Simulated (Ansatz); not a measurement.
Species: C$_{4}$H$_{4}$NS, net charge 0, doublet state. It need not be the lowest isomer of its formula. SMILES: Nc1csc[c]1
Coordinates optimised at B3LYP-D3(BJ)/def2-TZVP (Ansatz, an electronic-structure program):
```xyz
10

N     -2.3534    -0.5836     0.0088
C     -0.9898    -0.3008     0.0131
C      0.0091    -1.2051    -0.4306
C      1.2837    -0.7875    -0.4385
S      1.3223     0.8519     0.1341
C     -0.3917     0.8842     0.3623
H     -2.5680    -1.5626     0.1202
H     -2.9032    -0.0099     0.6292
H      2.1875    -1.2946    -0.7288
H     -0.8674     1.7778     0.7340
```
Charge 0, spin multiplicity 2.

Atomisation energy built up term by term with Ansatz (kcal/mol; UHF references for open shells; valence terms freeze the core; atomic spin-orbit terms are left out). Basis-set limits of correlation are two-point, X^-3; Hartree-Fock from the larger set.

The UHF reference is spin-contaminated (<S^2> 0.35 over the pure value in the largest basis). 

| term | basis | kcal/mol |
|---|---|---|
| Hartree-Fock | cc-pV(Q+d)Z | 697.22 |
| CCSD correlation | CBS(cc-pV(T+d)Z,cc-pV(Q+d)Z) | 282.52 |
| (T) | CBS(cc-pV(T+d)Z,cc-pV(Q+d)Z) | 27.39 |
| core correlation | cc-pwCVTZ | 5.61 |
| scalar relativity (X2C) | cc-pVTZ-DK against cc-pVTZ | -1.31 |
| sum: De |  | 1011.4 |

(T) makes 2.7 % of the CCSD(T) atomisation energy; under 5 % is typical of single-reference molecules.
